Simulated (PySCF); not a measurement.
# Electron correlation in Si⁺ (silicon, charge +1)

[Ne] 3s2 3p1, 2P determinant. All numbers are calculated (PySCF 2.14, the spin-free X2C one-electron Hamiltonian (Gaussian nucleus), in cc-pVTZ-DK). Frozen: [Ne]; 3 electrons correlated.

MP2 pair energies summed by pair of shells (mhartree):

```tsv
pair	energy	share (%)
3s-3s	-22.85	55.3
3s-3p	-18.44	44.7
```

Total MP2 correlation energy: -41.30 mhartree.

Same-spin part -2.74 and opposite-spin part -38.56 mhartree; SCS-MP2 scales them by 1/3 and 6/5 to -47.19 mhartree.

```
  level  correlation energy (mhartree)
   CCSD                         -58.36
    (T)                          -1.07
CCSD(T)                         -59.43
```

Diagnostics: T1 = 0.014, D1 = 0.0314, largest double amplitude 0.105.

Cost of the coupled-cluster step: 0.44 s of wall time on 1 thread of Neoverse-N1 (shared host), for 3 correlated electrons.

Iterations:

```
CC2 = 0
CCSD nocc = (np.int64(2), np.int64(1)), nmo = (29, 29)
frozen orbitals [[0, 1, 2, 3, 4], [0, 1, 2, 3, 4]]
max_cycle = 100
direct = 0
conv_tol = 1e-08
conv_tol_normt = 1e-06
diis_space = 8
diis_start_cycle = 0
Init t2, MP2 energy = -0.0412982430211332
Init E_corr(UCCSD) = -0.0412982430318334
cycle = 1  E_corr(UCCSD) = -0.0518734464714808  dE = -0.0105752034  norm(t1,t2) = 0.0544717
cycle = 2  E_corr(UCCSD) = -0.0555344958635444  dE = -0.00366104939  norm(t1,t2) = 0.0240841
cycle = 3  E_corr(UCCSD) = -0.0583511381702779  dE = -0.00281664231  norm(t1,t2) = 0.0116823
cycle = 4  E_corr(UCCSD) = -0.0583364056041385  dE = 1.47325661e-05  norm(t1,t2) = 0.0015583
cycle = 5  E_corr(UCCSD) = -0.0583622103542368  dE = -2.58047501e-05  norm(t1,t2) = 0.000210136
cycle = 6  E_corr(UCCSD) = -0.0583540977543427  dE = 8.11259989e-06  norm(t1,t2) = 4.10355e-05
cycle = 7  E_corr(UCCSD) = -0.0583575986650282  dE = -3.50091069e-06  norm(t1,t2) = 1.30959e-05
cycle = 8  E_corr(UCCSD) = -0.0583566798761259  dE = 9.18788902e-07  norm(t1,t2) = 3.99115e-06
cycle = 9  E_corr(UCCSD) = -0.0583566507826243  dE = 2.90935016e-08  norm(t1,t2) = 4.23838e-07
cycle = 10  E_corr(UCCSD) = -0.0583566754432731  dE = -2.46606487e-08  norm(t1,t2) = 1.36657e-07
cycle = 11  E_corr(UCCSD) = -0.0583566764137135  dE = -9.70440422e-10  norm(t1,t2) = 2.39366e-08
UCCSD converged
E(UCCSD) = -289.2369509159674  E_corr = -0.05835667641371348
UCCSD(T) correction = -0.00107448817911177
```
